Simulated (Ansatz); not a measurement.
Two isomers of C2H7GeN: A = `C=C[NH][GeH3]`, B = `C[C](=N)[GeH3]`.

Isolated molecules relaxed with PBE0-D4/def2-TZVP in Ansatz; ΔE leaves out vibrations. CBS: MP2 limit from def2 TZ/QZ plus the TZ coupled-cluster correction, frozen cores. DFT in def2-TZVPP. B3LYP here is the variant with VWN-RPA as its local correlation; programs differ in this. For Ge outer-core shells are correlated without core-valence functions, which leaves a few kJ/mol of doubt a bond. Scalar relativity is left out up to krypton. One conformer a species, not always the lowest.

(1) Which isomer does CCSD(T)/CBS put lower? Give the gap. (Best estimate.)

(2) Give E(B) − E(A) in kJ/mol with B2PLYP, PBE-D4, HF/def2-TZVPP, B3LYP-D4, PBE0-D4, ωB97M-V, r2SCAN-D4. (An estimate is asked.)

Largest T1 diagnostic: 0.012.

Results:

(1) Ansatz gave: A, by 10.6 kJ/mol.

(2) The calculation gave: B2PLYP 15.2, PBE-D4 8.7, HF/def2-TZVPP 23.6, B3LYP-D4 15.1, PBE0-D4 13.4, ωB97M-V 12.7, r2SCAN-D4 13.5. None reverses the order clearly.

From PBE to PBE0 (25 % exact exchange), in def2-TZVPP and without D4, E(B) − E(A) moves by +4.7 kJ/mol. In def2-TZVPP, CCSD(T) changes the Hartree–Fock value by −14.3 kJ/mol (the triples alone add −2.1 kJ/mol) and MP2 by −9.8 kJ/mol.
